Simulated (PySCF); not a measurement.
## Dipole response of Co (cobalt, neutral)

[Ar] 3d7 4s1 4p1, one real determinant (an excited configuration). All numbers are calculated (PySCF 2.14, the spin-free X2C one-electron Hamiltonian (Gaussian nucleus), in x2c-TZVPPall with one added diffuse shell each of s, p, d, f type (7s6p5d3f1g, 80 functions)). Coupled (time-dependent) response in atomic units; α is the mean over directions.

```
 method  mean α (bohr³)         α xx, yy, zz  C₆ (like pair)  S(−4)
  wB97X           80.46  65.01, 110.7, 65.62           742.2   4671
r2SCANh           79.39  62.72, 111.9, 63.53           736.8   4569
```

S(−4) is the Cauchy moment in α(ω) = α(0) + S(−4) ω² + …

α(iu) at r2SCANh:

| u (hartree) | α(iu) (bohr³) |
| --- | --- |
| 0 | 79.39 |
| 0.0500 | 69.86 |
| 0.100 | 53.23 |
| 0.200 | 30.19 |
| 0.300 | 18.98 |
| 0.500 | 9.772 |
| 0.750 | 5.674 |
| 1.00 | 3.874 |
| 1.50 | 2.274 |
| 2.00 | 1.556 |
| 3.00 | 0.9010 |
| 5.00 | 0.4293 |

The components differ because the open shell of this determinant is not spherical; for a pure term their mean is the scalar polarisability.

⟨L²⟩ = 13.93 against 20 for a pure G term, so this real determinant mixes terms.
